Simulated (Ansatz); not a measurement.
Isomers of Ag2F2⁻ (doublet), relaxed with PBE-D4/def2-TZVPD; total energies from Ansatz at PBE0-D4/def2-TZVPD.

```csv
isomer,description,energy (Eh)
A,point group D∞h; 2 × Ag–F 2.08 Å; 1 × Ag–Ag 2.70 Å,-493.66600
B,point group Cs; 2 × Ag–F 2.02 Å; 1 × Ag–Ag 2.76 Å,-493.66078
```

In the def2 sets Ag takes a core potential; there is no spin–orbit coupling.

The isomers come from a short search, and lower ones may exist.

**Question.** Work out the relative energies (1 Eh = 2625.5 kJ/mol) and the Boltzmann populations at 1200 K from electronic energies alone (R = 8.314 J/mol/K).

**Answer.** ΔE: A 0.0, B 13.7 kJ/mol. RT = 9.98 kJ/mol. Factors exp(−ΔE/RT): A 1, B 0.253; sum 1.253. Populations: A 79.8 %, B 20.2 %. Zero-point energy, vibrational entropy and symmetry numbers are left out and can shift these; an error of 4 kJ/mol changes a ratio by a factor of 1.5. Over the other density-functional and correlated levels in def2 sets, the gap between A and B ranges from -4 to 26 kJ/mol.
